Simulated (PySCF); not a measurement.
GeH, SMILES [GeH] (connectivity only; charge and spin as stated), charge +1, multiplicity 1.

Geometry: PBE0-D3(BJ)/def2-TZVPD. The spin state was assumed, not searched.

All values below come from PySCF with TDA-CAM-B3LYP/def2-TZVPD.

Vertical excitations; the highest root listed may be one member of a degenerate set. Gas-phase values at a fixed geometry. State labels are in the subgroup C2v.

Question: Give excitation energies, oscillator strengths and character. (The exact figures need the calculation; the answer reports its results.)

Answer: 
```csv
state,symmetry,energy (eV),λ (nm),f,main pairs
S1,B1,3.25,382,0.015,HOMO→LUMO (degenerate set)
S2,B2,3.25,382,0.015,HOMO→LUMO+1 (degenerate set)
S3,A1,9.56,130,0.581,"HOMO→LUMO+2 66 %, HOMO→LUMO+3 33 %"
S4,B1,10.72,116,0.005,"HOMO→LUMO+4, HOMO−1→LUMO (degenerate set)"
S5,B2,10.72,116,0.005,"HOMO→LUMO+5, HOMO−1→LUMO+1 (degenerate set)"
S6,A1,10.83,114,0.703,"HOMO→LUMO+3 64 %, HOMO→LUMO+2 31 %"
S7,A1,11.23,110,0.000,HOMO→LUMO+6 (degenerate set)
S8,A2,11.23,110,0.000,HOMO→LUMO+7 (degenerate set)
S9,B2,12.15,102,1.057,"HOMO−1→LUMO+1, HOMO→LUMO+5 (degenerate set)"
S10,B1,12.15,102,1.057,"HOMO−1→LUMO, HOMO→LUMO+4 (degenerate set)"
T1,B1,2.12,584,0,HOMO→LUMO (degenerate set)
T2,B2,2.12,584,0,HOMO→LUMO+1 (degenerate set)
T3,A1,7.08,175,0,HOMO→LUMO+2 86 %
T4,B1,8.30,149,0,HOMO−1→LUMO 94 %
```
Triplets are in the Tamm–Dancoff approximation.
